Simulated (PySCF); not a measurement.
One of the candidates below gave these computed data.

All candidates are C3H9NOSi.

| technique | computed result |
| --- | --- |
| Dipole | 3.75 D [PBE0/def2-SVPD] |
| UV, strongest line | among the 8 lowest singlet transitions: S2 at 6.19 eV (200 nm, f = 0.132) [TDDFT PBE0/def2-SVPD] |
| Triplet | lowest triplet excitation (Tamm–Dancoff): 4.20 eV [TDA PBE0/def2-SVPD] |
| 13C NMR | chemical shifts (computed TMS as zero) by class: 180.1 (1 C), 39.5 (1 C), 31.3 (1 C) ppm [GIAO PBE0/pcSseg-1] |
| NMR, other nuclei | isotropic shieldings of nuclei other than C and H, by class: 128 (1 N), -178 (1 O), 436 (1 Si) ppm [GIAO PBE0/pcSseg-1] |
| Rotational structure | rotational constants A, B, C: 4.433, 2.132, 1.491 GHz [GFN2-xTB] |

The electronic properties come from PySCF, for the isolated species, density fitting. Levels stand in brackets. The structure is a single GFN2-xTB conformer in the gas phase; no vibrational or solvent corrections. NMR classes are plain means over equivalent atoms (diastereotopic ones count apart unless rotation or inversion swaps them), as if these changed places fast.

**Question.** Which candidate is it?
A. `CN(C)C(=O)[SiH3]`
B. `C[C@@H](O)/C=N/[SiH3]`
C. `CN(C)[SiH2]C=O`

**Answer.** A. It is `CN(C)C(=O)[SiH3]`. Numbering: `[CH3:1][N:2]([CH3:3])[C:4](=[O:5])[SiH3:6]`. Its formula, C3H9NOSi, gives 1 degree of unsaturation: 0 rings and 1 π bond in the structure found. 3 carbons fall into 3 classes; from least to most shielded: carbonyl carbon [C4] (180.1 ppm), N-methyl carbon [C1] (39.5 ppm), N-methyl carbon [C3] (31.3 ppm). The other shieldings belong to: 128 ppm, nitrogen bound to a carbonyl carbon [N2]; -178 ppm, carbonyl oxygen [O5]; 436 ppm, SiH3 silicon [Si6]. The optimised geometry has point group Cs and is an asymmetric top.

The others, at the same levels:
- `CN(C)[SiH2]C=O` fails: it has 2 carbon classes against 3; its computed 13C shifts are 250.1 (1 C), 41.9 (2 C) ppm, rotational constant A is 5.989 GHz (against 4.433 GHz) and smallest rotational constant is 1.344 GHz (against 1.491 GHz).
- `C[C@@H](O)/C=N/[SiH3]` fails: its computed 13C shifts are 186.3 (1 C), 75.1 (1 C), 22.8 (1 C) ppm, rotational constant A is 7.101 GHz (against 4.433 GHz) and smallest rotational constant is 1.184 GHz (against 1.491 GHz).

Each candidate is one conformer, not necessarily the lowest. Dipoles, sizes and rotational constants follow the conformer. The torsions of the flexible species, by atom-mapped SMILES:
- `[CH3:1][N:2]([CH3:3])[C:4](=[O:5])[SiH3:6]`: C1–N2–C4–O5 180°
- `[CH3:1][N:2]([CH3:3])[SiH2:4][CH:5]=[O:6]`: C1–N2–Si4–C5 -42°, N2–Si4–C5–O6 146°
- `[CH3:1][C@@H:2]([OH:3])/[CH:4]=[N:5]/[SiH3:6]`: C1–C2–C4–N5 -116°, H–O3–C2–C1 110°
